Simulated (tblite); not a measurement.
Compound: C7H12BN.
Numbering: `[CH3:1][NH2+:2][BH2-:3][c:4]1[cH:5][cH:6][cH:7][cH:8][cH:9]1` (hydrogens: H10, H11, H12 on C1; H13, H14 on N2; H15, H16 on B3; H17 on C5; H18 on C6; H19 on C7; H20 on C8; H21 on C9)
Bond orders are those of one Lewis drawing.

Computed with GFN2-xTB (tblite), gas phase: L-BFGS steps from a force-field or distance-geometry start until the largest atomic force falls under 0.01 eV/Å.

Geometry at step 16:
```
atom  x, y, z in Å
C1     -3.0203    0.1042   -0.3708
N2     -2.0560   -0.6852    0.4018
B3     -0.9175    0.1856    1.2603
C4      0.4959    0.1072    0.4905
C5      0.9925    1.1981   -0.2226
C6      2.2574    1.2002   -0.7828
C7      3.0740    0.0912   -0.6518
C8      2.6070   -1.0157    0.0353
C9      1.3387   -1.0022    0.5908
H10    -3.9133   -0.4729   -0.6338
H11    -3.3274    0.9690    0.2188
H12    -2.5429    0.4665   -1.2804
H13    -2.5479   -1.2567    1.0813
H14    -1.5353   -1.3081   -0.2097
H15    -1.3488    1.2943    1.3281
H16    -0.8820   -0.3394    2.3344
H17     0.3771    2.0818   -0.3209
H18     2.6083    2.0706   -1.3215
H19     4.0699    0.0940   -1.0737
H20     3.2432   -1.8861    0.1399
H21     1.0187   -1.8796    1.1407
```

Task: What forces act on the atoms?

Result: 
```csv
atom,Fx (eV/Å),Fy (eV/Å),Fz (eV/Å)
C1,0.024,0.002,-0.016
N2,-0.110,-0.002,-0.126
B3,-0.036,0.060,0.128
C4,-0.020,0.000,0.076
C5,-0.007,-0.023,0.029
C6,-0.025,-0.008,-0.044
C7,0.023,0.013,-0.022
C8,-0.006,0.012,-0.056
C9,0.031,-0.007,-0.011
H10,0.148,-0.002,-0.037
H11,0.032,-0.104,-0.015
H12,-0.028,0.013,0.061
H13,0.023,0.063,0.053
H14,0.019,-0.009,0.014
H15,0.043,-0.014,-0.007
H16,0.059,-0.034,-0.064
H17,-0.030,0.007,0.002
H18,0.016,-0.001,0.006
H19,-0.007,-0.015,-0.006
H20,-0.048,0.007,0.022
H21,-0.101,0.044,0.013
```

The largest, 0.17 eV/Å, acts on N2; the rms over all components is 0.047 eV/Å. The forces sum to zero within rounding, as they must for an isolated molecule in no field.

Task: Give the force on N2 in Eh/bohr and in nN.

Result: 0.167 eV/Å ÷ 51.422 = 0.00325 Eh/bohr, and 0.167 eV/Å × 1.602 = 0.27 nN.

Task: How far is this geometry from the end of the optimisation?

Result: 0.149 eV above it, and 0.570 Å rms away after alignment. The bonds farthest from their final lengths, with half the difference of the two atoms' forces along the bond (positive lengthens):

```
  bond  now (Å)  final (Å)  force along bond (eV/Å)
 N2–B3    1.671      1.653                    +0.11
 C1–N2    1.466      1.460                    -0.07
C1–H10    1.095      1.092                    -0.05
 B3–C4    1.611      1.608                    +0.02
C1–H11    1.091      1.088                    -0.04
B3–H16    1.196      1.194                    -0.06
```

The angle farthest from its final value is N2–B3–C4, 109.1° against 104.1°.

What follows is the cost of the whole relaxation. Hardware: AMD EPYC 7R43, one thread, no GPU, shared host with 256 logical CPUs at a one-minute load of 128. Cost: 1.7 s.
